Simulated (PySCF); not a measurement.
Isomers of C5H7FO, mass 102.048 u with the commonest isotopes. Method: PBE0/def2-SVPD in PySCF (dipole) on a GFN2-xTB geometry, gas phase. One conformer each, none proved a minimum here; rigid rotors.

Question: Order these by rotational constant B, largest first.
A. `[CH2:1]=[C:2]([F:3])[C:4](=[O:5])[CH2:6][CH3:7]` with C1–C2–C4–O5 0°, C2–C4–C6–C7 180°
B. `[O:1]=[C:2]1[CH2:3][CH2:4][C@@H:5]([F:6])[CH2:7]1` with O1–C2–C3–C4 -165°, C2–C3–C4–C5 -30°, C3–C4–C5–F6 -84°, C4–C5–C7–C2 -24°
C. `[CH3:1][CH2:2]/[CH:3]=[CH:4]\[C:5](=[O:6])[F:7]` with C1–C2–C3–C4 168°, C3–C4–C5–O6 3°
D. `[CH3:1][C@@H:2]1[CH2:3][C@@H:4]1[C:5](=[O:6])[F:7]` with C3–C4–C5–O6 -25°
E. `[CH3:1]/[CH:2]=[C:3](/[CH3:4])[C:5](=[O:6])[F:7]` with C2–C3–C5–O6 -2°

Answer: E (2439 MHz), B (2177 MHz), D (1978 MHz), A (1873 MHz), C (1318 MHz).

Question: Order these by out-of-plane moment Σ m c² = (Ia + Ib − Ic)/2, largest first.
A. `[CH3:1]/[CH:2]=[C:3](/[CH3:4])[C:5](=[O:6])[F:7]` with C2–C3–C5–O6 -2°
B. `[O:1]=[C:2]1[CH2:3][CH2:4][C@@H:5]([F:6])[CH2:7]1` with O1–C2–C3–C4 -165°, C2–C3–C4–C5 -30°, C3–C4–C5–F6 -84°, C4–C5–C7–C2 -24°
C. `[CH3:1][C@@H:2]1[CH2:3][C@@H:4]1[C:5](=[O:6])[F:7]` with C3–C4–C5–O6 -25°
D. `[CH3:1][CH2:2]/[CH:3]=[CH:4]\[C:5](=[O:6])[F:7]` with C1–C2–C3–C4 168°, C3–C4–C5–O6 3°

Answer: C (39.11 u·Å²), B (28.61 u·Å²), D (3.96 u·Å²), A (3.12 u·Å²).

Question: Order these by rotational constant C, smallest first.
A. `[O:1]=[C:2]1[CH2:3][CH2:4][C@@H:5]([F:6])[CH2:7]1` with O1–C2–C3–C4 -165°, C2–C3–C4–C5 -30°, C3–C4–C5–F6 -84°, C4–C5–C7–C2 -24°
B. `[CH2:1]=[C:2]([F:3])[C:4](=[O:5])[CH2:6][CH3:7]` with C1–C2–C4–O5 0°, C2–C4–C6–C7 180°
C. `[CH3:1]/[CH:2]=[C:3](/[CH3:4])[C:5](=[O:6])[F:7]` with C2–C3–C5–O6 -2°
D. `[CH3:1][C@@H:2]1[CH2:3][C@@H:4]1[C:5](=[O:6])[F:7]` with C3–C4–C5–O6 -25°
E. `[CH3:1][CH2:2]/[CH:3]=[CH:4]\[C:5](=[O:6])[F:7]` with C1–C2–C3–C4 168°, C3–C4–C5–O6 3°

Answer: E (1141 MHz), B (1377 MHz), C (1496 MHz), D (1753 MHz), A (1808 MHz).

```csv
SMILES,point group,Ia (u·Å²),Ib (u·Å²),Ic (u·Å²),κ,μa (D),μb (D),μc (D)
O=C1CC[C@@H](F)C1,C1,104.62,232.19,279.59,-0.76,1.93,1.35,1.94
C/C=C(/C)C(=O)F,near Cs,136.91,207.21,337.89,-0.14,2.06,2.83,0.00
C[C@@H]1C[C@@H]1C(=O)F,C1,111.01,255.53,288.32,-0.84,2.95,1.93,0.68
CC/C=C\C(=O)F,C1,67.19,383.47,442.75,-0.94,3.07,2.12,0.13
C=C(F)C(=O)CC,Cs,103.42,269.82,367.02,-0.72,0.52,1.20,0.00
```
